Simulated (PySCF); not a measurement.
How methods differ on the ionisation energy of Tc²⁺

Tc²⁺ [Kr] 4d5 (6S) → Tc³⁺ [Kr] 4d4 (5D), as a difference of total energies. Computed with PySCF 2.14 in def2-TZVPPD with the def2 core potential (28 electrons), with a scalar-relativistic core potential. Correlated levels: valence and next inner shell: nothing frozen outside the core potential. The calculations carry no spin-orbit coupling.

```json
{"method": "UHF", "ionisation energy (eV)": "28.881", "difference from reference (eV)": "-0.669"}
{"method": "MP2 (valence and next inner shell)", "ionisation energy (eV)": "29.805", "difference from reference (eV)": "+0.255"}
{"method": "SCS-MP2 (valence and next inner shell)", "ionisation energy (eV)": "29.460", "difference from reference (eV)": "-0.090"}
{"method": "CCSD (valence and next inner shell)", "ionisation energy (eV)": "29.640", "difference from reference (eV)": "+0.090"}
{"method": "CCSD(T) (valence and next inner shell)", "ionisation energy (eV)": "29.673", "difference from reference (eV)": "+0.123"}
```

Reference: 29.55 eV (semi-empirical (NIST evaluation); NIST Atomic Spectra Database, ionization energies).

The reference lies between the lowest fine-structure levels, while these numbers refer to the centres of the terms.

Errors of the correlated levels include the incompleteness of this basis.
